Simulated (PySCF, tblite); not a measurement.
Isomers of [C8H7O2]- (charge -1), one GFN2-xTB conformer each. Single-point energies are computed at PBE0/pcSseg-1 (PySCF, gas phase, no added dispersion term), electronic only.

| SMILES | GFN2-xTB relative energy (kcal/mol) |
| --- | --- |
| C=CC1(C#CC(=O)[O-])CC1 | 7.8 |
| C/C=C/C=C/C#CC(=O)[O-] | 0.0 |

Conformers: `[CH2:1]=[CH:2][C:3]1([C:4]#[C:5][C:6](=[O:7])[O-:8])[CH2:9][CH2:10]1` (charge -1) with C1–C2–C3–C4 -179°; `[CH3:1]/[CH:2]=[CH:3]/[CH:4]=[CH:5]/[C:6]#[C:7][C:8](=[O:9])[O-:10]` (charge -1) with C2–C3–C4–C5 -179°.

What does PBE0/pcSseg-1 give for the same structures?

```csv
SMILES,PBE0/pcSseg-1 E (Eh),PBE0/pcSseg-1 (kcal/mol),GFN2-xTB (kcal/mol),point group
C/C=C/C=C/C#CC(=O)[O-],-458.90229,0.0,0.0,C1
C=CC1(C#CC(=O)[O-])CC1,-458.87555,16.8,7.8,C1
```

Both levels put the same isomer lowest. As drawn, the higher has a three-membered ring and a quaternary carbon, which the lower lacks.

What happens when harmonic zero-point energies from GFN2-xTB frequencies are added?

```tsv
SMILES	ZPE (kcal/mol)	electronic (kcal/mol)	with ZPE (kcal/mol)
C/C=C/C=C/C#CC(=O)[O-]	76.2	0.0	0.0
C=CC1(C#CC(=O)[O-])CC1	77.1	16.8	17.6
```

The zero-point energies span 0.9 kcal/mol. The order is unchanged.
